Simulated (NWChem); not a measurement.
Species: C$_{2}$H$_{8}$BN; SMILES CCBN

```xyz
12

B     -0.3846     0.7027    -0.2865
H     -1.5035     0.6776    -0.7632
C      0.5046    -0.6019    -0.2651
C     -0.2225    -1.8447     0.2482
H      1.4410    -0.4439     0.3002
H      0.8187    -0.7801    -1.3124
H     -1.1355    -2.0428    -0.3356
H     -0.5333    -1.7280     1.2992
H      0.4066    -2.7477     0.1942
N      0.0652     1.9235     0.2123
H     -0.4864     2.7704     0.1835
H      0.9777     2.0473     0.6334
```
Atoms are numbered in this order, from 1.

Level: PBE0/def2-SVP (NWChem), optimised geometry, unscaled harmonic frequencies. 

### Question
List the harmonic frequencies with IR intensities, and the thermochemistry.

### Answer
```csv
frequency (cm⁻¹),IR intensity (km/mol)
70,5.8
216,0.4
256,2.0
381,0.3
570,84.5
596,86.2
740,7.6
801,1.0
892,7.4
919,12.1
996,5.1
1057,3.3
1076,0.8
1147,27.1
1251,6.6
1268,10.3
1392,0.9
1415,43.5
1433,41.9
1474,11.6
1479,9.3
1605,135.0
2567,150.2
3026,24.4
3047,33.1
3076,23.0
3133,27.6
3140,28.2
3623,26.1
3730,29.6
```

```
Item                                                                               Result
-----------------------------------------------------------------------  ----------------
zero-point energy                                                           66.3 kcal/mol
thermal correction to the enthalpy at 298.15 K (with zero-point energy)     70.5 kcal/mol
heat capacity Cv                                                         19.6 cal/(mol K)
entropy at 298.15 K and 1 atm (symmetry number 1)                        73.5 cal/(mol K)
dipole moment                                                                      1.87 D
```

Rigid rotor and harmonic oscillator; modes under 100 cm⁻¹ make the entropy uncertain.
